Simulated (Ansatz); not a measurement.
C$_{2}$H$_{2}$Cl$_{2}$Sn (`C#[C][SnH]([Cl])[Cl]`) at its PBE0-D4/def2-TZVP geometry, where that method's forces vanish. Charge 0, multiplicity 1. Sn takes the def2 core potential.

```xyz
7

C    -0.7895   -2.0261    0.2925
C    -0.3285   -0.9186    0.1792
Sn    0.4705    0.9708    0.0101
Cl    1.6488    1.0682   -1.9731
Cl   -1.2786    2.4659   -0.1803
H    -1.1998   -3.0060    0.3887
H     1.4770    1.4459    1.2830
```

What forces (eV/Å) does ωB97M-V/def2-TZVPP give on these atoms in Ansatz? (Best estimate.)

Ansatz gave: 
```
C1   0.070  0.164 -0.014
C2  -0.112 -0.266  0.026
Sn3  0.085  0.080  0.076
Cl4 -0.023  0.000  0.024
Cl5  0.024 -0.022 -0.005
H6   0.034  0.085 -0.011
H7  -0.079 -0.041 -0.097
```
